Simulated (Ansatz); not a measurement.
Total energies of AlBH8SSi2.

```xyz
13

B     1.345    1.103   -0.068
Si    2.197   -0.189    0.959
Al   -0.473   -0.065    0.271
Si   -1.827   -0.370   -1.743
S    -1.509   -0.382    2.178
H     1.450    1.125   -1.259
H     0.536    1.852    0.463
H     2.032   -0.371    2.424
H     3.019   -1.287    0.393
H    -1.904    0.904   -2.512
H    -1.201   -1.391   -2.631
H    -3.216   -0.814   -1.438
H    -0.451   -0.117    2.961
```

Total charge 0; spin multiplicity 1. The bonds changed during the relaxation, so this is another structure than the one it started from. Geometry: relaxed with PBE0-D4/def2-TZVP. It is one conformer, not always the lowest. Basis def2-TZVPP, Ansatz 0.2.0.

RPA on PBE orbitals: Hartree–Fock energy of these orbitals -1246.62587 Eh, correlation -1.19289 Eh (frozen core).

```csv
functional,energy without D4 (Eh),D4 term (kJ/mol)
PBE,-1248.65871,-34.6
r2SCANh,-1249.18701,-9.6
```

**Question.** Give the same for LDA (SPW92), revPBE, BLYP, r2SCAN, B97M-V, PBE0, B3LYP, r2SCAN0, HSE06 (plane-wave form), BHLYP, CAM-B3LYP, LC-ωPBE, ωB97X-V, ωB97M-V, B2PLYP, PBE-QIDH. (Best estimate.)

**Answer.** The calculation gave: 
| functional | energy without D4 (Eh) | D4 term (kJ/mol) |
| --- | --- | --- |
| LDA (SPW92) | -1244.23144 | – |
| revPBE | -1249.06983 | -84.3 |
| BLYP | -1249.28157 | -72.1 |
| r2SCAN | -1249.19480 | -8.7 |
| B97M-V | -1249.02969 | – |
| PBE0 | -1248.78308 | -30.2 |
| B3LYP | -1249.41151 | -56.1 |
| r2SCAN0 | -1249.17660 | -10.7 |
| HSE06 (plane-wave form) | -1248.75376 | -28.8 |
| BHLYP | -1249.29672 | -49.6 |
| CAM-B3LYP | -1249.31484 | -31.8 |
| LC-ωPBE | -1248.91436 | – |
| ωB97X-V | -1249.12050 | – |
| ωB97M-V | -1249.20013 | – |
| B2PLYP | -1248.79434 | – |
| PBE-QIDH | -1248.42997 | – |

B3LYP takes the VWN-RPA correlation (the form of Gaussian; ORCA's B3LYP/G). HSE06 is the plane-wave form, built on full-range PBE exchange. The double hybrids freeze the cores in their second-order part.

LC-ωPBE has ω = 0.4 bohr⁻¹.
